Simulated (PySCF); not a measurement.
FH4NO2Si.

```xyz
9

N     -1.6265    -0.4236     0.2548
Si     0.0053    -0.0121    -0.0114
O      0.2193     1.2196    -1.0913
O      0.9082    -1.2644    -0.5828
F      0.5497     0.4551     1.4457
H     -1.9193    -0.6901     1.1892
H     -2.1624    -0.9092    -0.4567
H     -0.2952     2.0193    -0.9311
H      1.7210    -1.0244    -1.0440
```
Charge 0, spin multiplicity 1.

Coordinates come from a B3LYP-D3(BJ)/def2-SVP optimisation. This is a generated structure with no PubChem entry under its InChIKey; it may be hypothetical. Other conformers were not sampled.

The numbers are results of B3LYP/pcSseg-1 run with PySCF, not measurements. Non-relativistic, no solvent.

Question: Give the absolute GIAO shielding of each atom: isotropic value and principal components (ppm). (The exact figures need the calculation; the answer reports its results.)

Answer: 
```
atom  σ(iso)    σ11    σ22    σ33   span
----  ------  -----  -----  -----  -----
N1     245.8  211.4  250.3  275.8   64.4
Si2    401.1  369.6  415.7  418.1   48.6
O3     276.9  255.1  258.7  316.9   61.7
O4     283.4  255.5  270.1  324.8   69.3
F5     323.2  281.2  285.5  403.1  122.0
H6      30.6   23.5   26.6   41.7   18.1
H7      30.9   23.9   26.5   42.2   18.3
H8      29.5   22.0   24.0   42.6   20.6
H9      29.3   21.3   24.2   42.4   21.2
```
